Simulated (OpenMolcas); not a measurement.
**Sn+: effect of the level shift or regulariser**

```yaml
Program: OpenMolcas 26.06
Basis: ANO-RCC-VQZP [8s7p5d3f2g]
Scalar_Hamiltonian: DKH2, point nucleus
Active_space: 3 electrons in 9 orbitals (RAS2 5s 5p; RAS3 5d, at most 2 electrons)
State_averaging: 2S+1 = 4 odd, 1 root; 2S+1 = 2 odd, 8 roots; 2S+1 = 4 even, 3 roots; 2S+1 = 2 even, 9 roots
Spin-orbit_coupling: RASSI with atomic mean-field integrals over the reference wave functions, term energies averaged over their components
```

Methods on the same reference wave functions:
A. RASSCF
B. SS-RASPT2, IPEA 0.25 Eh, imaginary shift 0.1 Eh (closed shells correlated: 4d)
C. SS-RASPT2, IPEA 0.25 Eh, imaginary shift 0.3 Eh (closed shells correlated: 4d)

Energies in cm⁻¹ above 5s² 5p ²P°_1/2, the measured ground level; measured values from NIST Handbook of Basic Atomic Spectroscopic Data.

| Level | A | B | C | Measured |
| --- | --- | --- | --- | --- |
| 5s² 5p ²P°_1/2 | 0.0 | 0.0 | 0.0 | 0.0 |
| 5s² 5p ²P°_3/2 | 3748 | 3750 | 3750 | 4251 |
| 5s 5p² ⁴P_1/2 | 39407 | 46630 | 46600 | 46464 |
| 5s 5p² ⁴P_3/2 | 40896 | 48160 | 48130 | 48368 |
| 5s 5p² ⁴P_5/2 | 42942 | 50150 | 50120 | 50730 |
| 5s 5p² ²D_3/2 | 55687 | 59370 | 59370 | 58844 |
| 5s 5p² ²D_5/2 | 56126 | 59880 | 59890 | 59463 |

Deviations, from unrounded energies. A percentage is the sum of absolute deviations over the sum of measured energies, with the sign that they share, or ± where signs differ.

```
                  Against measurement  Levels      A      B      C
       mean absolute deviation (cm-1)       6   4900    400    410
fine structure of the ground term (%)       1  -11.9  -11.8  -11.8
             other configurations (%)       5  -10.9   ±0.7   ±0.7
```

B, C lie about equally close to measurement and A furthest from it. The largest miss of B in the table is 5s 5p² ⁴P_5/2, by -580 cm-1. The ranking rests on the paired levels alone, and a cruder setting can come out closer through cancelling errors.

Between B and C the level of the table that moves most is 5s 5p² ⁴P_3/2, by 31 cm-1 (lowest in C, highest in B). Moves below CASPT2's spread within the term are not significant.

The two smallest mean deviations differ by little beside CASPT2's spread within terms, so their order carries little weight.

The lowest spin-free term lies below A's lowest term by 0.454 hartree in B, 0.454 hartree in C.

Term energies are means over components that CASPT2 splits; among the terms shown or strongly mixed into the levels shown the widest spread is 38 cm-1 (5s 5p² ²D, B). The run also gave levels led by 5s 5p 5d, which use shells meant for correlation; these and all levels above them are left out. Some terms mix strongly with configurations of 5d, whose occupation reaches 0.31 (5s 5p² ²D). Computed and measured levels are paired by configuration, term and J; levels that our copy of the source lacks, or whose pairing is in doubt (as where it misses far off the trend of its configuration), stay unpaired and out of the deviations. Levels of configurations outside the active space are missing. Levels that lie high or do not pair safely by name in every column are left out.

° marks odd parity.
